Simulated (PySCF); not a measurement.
An unknown is described by computed data only.

Formula: C8H7FO2.

- 13C NMR: chemical shifts (computed TMS as zero) by class: 177.1 (1 C), 172.3 (1 C), 137.6 (2 C), 135.4 (1 C), 121.4 (2 C), 42.1 (1 C) ppm [GIAO PBE0/pcSseg-1]
- Rotational structure: rotational constants A, B, C: 3.320, 0.534, 0.520 GHz [GFN2-xTB]
- 1H NMR: chemical shifts (computed TMS as zero) by class: 7.43 (2 H), 7.35 (2 H), 6.17 (1 H), 3.62 (2 H) ppm [GIAO PBE0/pcSseg-1]
- NMR, other nuclei: isotropic shieldings of nuclei other than C and H, by class: -116 (1 O), 128 (1 O), 289 (1 F) ppm [GIAO PBE0/pcSseg-1]
- Dipole: 2.85 D [PBE0/pcSseg-1]

The electronic properties come from PySCF, for the isolated species, density fitting. Levels stand in brackets. Geometry: GFN2-xTB, one conformer, isolated molecule. GFN2-xTB frequencies show an imaginary mode (21i cm⁻¹), so this geometry is no minimum at that level. Each NMR value is the plain mean over a class of atoms that symmetry, rotation or inversion makes alike.

**Question.** What is the compound? Reason from the data.

**Answer.** Numbering: `[O:1]=[C:2]([OH:3])[CH2:4][c:5]1[cH:6][cH:7][c:8]([F:9])[cH:10][cH:11]1`. Its formula, C8H7FO2, gives 5 degrees of unsaturation: 1 ring and 4 π bonds in the structure found (Kekulé form). 8 carbons fall into 6 classes; from least to most shielded: carboxylic acid carbon [C2] (177.1 ppm), aromatic C–F carbon [C8] (172.3 ppm), aromatic CH carbon [C6/C11] (137.6 ppm, 2 C), substituted aromatic carbon [C5] (135.4 ppm), aromatic CH carbon [C7/C10] (121.4 ppm, 2 C), sp3 carbon next to a carbonyl [C4] (42.1 ppm). Hydrogen classes from least to most shielded: 2 H on 2 aromatic CH carbons, C6/C11 (7.43 ppm), 2 H on 2 aromatic CH carbons, C7/C10 (7.35 ppm), 1 H on an acid hydroxyl oxygen, O3 (6.17 ppm), 2 H on an sp3 carbon next to a carbonyl, C4 (3.62 ppm). The other shieldings belong to: -116 ppm, acid carbonyl oxygen [O1]; 128 ppm, acid hydroxyl oxygen [O3]; 289 ppm, aryl fluorine [F9]. The optimised geometry has point group Cs and is an asymmetric top. Structure: `O=C(O)Cc1ccc(F)cc1`. Computed isomers that give other values at the same levels: `COC(=O)c1ccc(F)cc1` (13C chemical shifts (computed TMS as zero) by class: 176.4 (1 C), 172.0 (1 C), 139.3 (2 C), 130.7 (1 C), 120.9 (2 C), 54.2 (1 C) ppm); `O=C(O)Cc1ccccc1F` (13C chemical shifts (computed TMS as zero) by class: 176.5 (1 C), 171.7 (1 C), 137.9 (1 C), 134.9 (1 C), 129.0 (1 C), 128.7 (1 C), 121.3 (1 C), 37.0 (1 C) ppm); `O=C(O)Cc1cccc(F)c1` (13C chemical shifts (computed TMS as zero) by class: 176.3 (1 C), 173.3 (1 C), 143.1 (1 C), 135.7 (1 C), 130.1 (1 C), 122.3 (1 C), 120.5 (1 C), 44.6 (1 C) ppm). The assignments are read from this structure; whether some other isomer fits the data as well wasn't checked.

Conformer computed: `[O:1]=[C:2]([OH:3])[CH2:4][c:5]1[cH:6][cH:7][c:8]([F:9])[cH:10][cH:11]1`: O1–C2–C4–C5 0°, C2–C4–C5–C6 -89°, H–O3–C2–O1 0°.
